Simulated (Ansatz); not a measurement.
Relaxation of Cl$_{3}$GaH$_{3}$N (8 atoms, charge 0, multiplicity 1), to a largest force component of 0.03 eV/Å in at most 50 steps.

The calculation used RKS PBE/def2-SVP (Ansatz 0.2.0).

```xyz
8
Properties=species:S:1:pos:R:3:forces:R:3
Ga 0.087 -0.662 -0.398 -0.04 -0.75 0.65
Cl -0.201 0.309 2.886 0.13 -0.74 -0.34
Cl 1.935 0.309 -0.891 0.02 0.01 -0.01
Cl -1.799 0.112 -1.072 0.00 0.00 -0.03
N 0.105 -2.259 0.638 0.00 0.98 -0.27
H -0.689 -2.884 0.456 0.03 0.00 0.02
H 0.987 -2.783 0.588 -0.02 -0.03 -0.02
H -0.036 -0.958 2.468 -0.12 0.53 -0.01
```

Task: Where does it end, and by what steps?

Result: The run converged. After 12 steps the energy has fallen by 1.922 eV; H8 moved furthest, 1.35 Å. Parted: Cl2–H8 (1.34 → 3.05 Å). Joined: Ga1–Cl2 (3.44 → 2.18 Å), N5–H8 (2.25 → 1.03 Å).

```
step  energy less start (eV)  largest force component (eV/Å)  accepted
   0                  0.0000                           0.978       yes
   1                 -0.1292                           0.322       yes
   2                 -0.2100                           1.091       yes
   3                 -0.3085                           1.448       yes
   4                 -0.4056                           2.506       yes
   5                 -0.9396                           2.424       yes
   6                 -1.2468                           4.969       yes
   7                 -1.6722                           1.121       yes
   8                 -1.8429                           0.453       yes
   9                 -1.9014                           0.242       yes
  10                 -1.9115                           0.384       yes
  11                 -1.8710                           1.185        no
  12                 -1.9219                           0.024       yes
```

```xyz
8
Properties=species:S:1:pos:R:3
Ga 0.018 -0.107 0.287
Cl -0.135 0.852 2.241
Cl 1.926 0.070 -0.753
Cl -1.784 -0.131 -0.942
N 0.084 -2.119 0.882
H -0.695 -2.643 0.457
H 0.972 -2.557 0.595
H 0.002 -2.181 1.908
```

Whether the end is a true minimum wasn't checked by a vibrational analysis.

Time of the run: 20 s on 4 threads of Arm Neoverse V2, on a shared host, peak memory 0.18 GiB.
